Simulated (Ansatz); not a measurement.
H₅NOS₂Si, SMILES `N[Si](O)(S)S`. Charge 0, multiplicity 1.

Cartesian coordinates in Å:
```
N 0.238 -0.673 1.446
Si -0.080 0.006 -0.086
O -0.088 1.638 0.078
S -1.915 -0.927 -0.624
S 1.293 -0.306 -1.694
H 0.135 -1.666 1.578
H 1.002 -0.310 1.994
H -0.666 1.979 0.765
H -1.787 -0.639 -1.930
H 1.868 0.897 -1.526
```

List the harmonic frequencies (cm⁻¹, unscaled) at PBE0-D4/def2-TZVP in Ansatz. (Best estimate.)

Ansatz gave: 87, 157, 193, 228, 246, 261, 285, 292, 384, 456, 469, 555, 714, 746, 819, 860, 898, 947, 1579, 2712, 2721, 3596, 3690, 3895.

Is this a minimum?

Yes, all 24 modes are real.

Give the ideal-gas thermochemistry at 298.15 K and 1 bar (rigid rotor, harmonic oscillator; point group C1, symmetry number 1).

Zero-point energy 160.2 kJ/mol; H(298) − E = 185.3 kJ/mol; entropy 374.7 J/(mol·K), of which translation 169.3, rotation 117.4, vibration 88.0; G(298) − E = 73.6 kJ/mol. Modes under 100 cm⁻¹ are hindered rotations or soft bends, so the harmonic entropy is rough.

And at 400, 500, 600, 800 and 1000 K?


| T (K) | H − E (kJ/mol) | S (J/mol/K) | G − E (kJ/mol) |
| --- | --- | --- | --- |
| 400 | 199.6 | 415.9 | 33.3 |
| 500 | 215.1 | 450.3 | -10.1 |
| 600 | 231.5 | 480.3 | -56.6 |
| 800 | 266.5 | 530.5 | -157.9 |
| 1000 | 303.6 | 571.8 | -268.3 |

Rotational constants (cm⁻¹)?

0.0912, 0.06417, 0.05212.
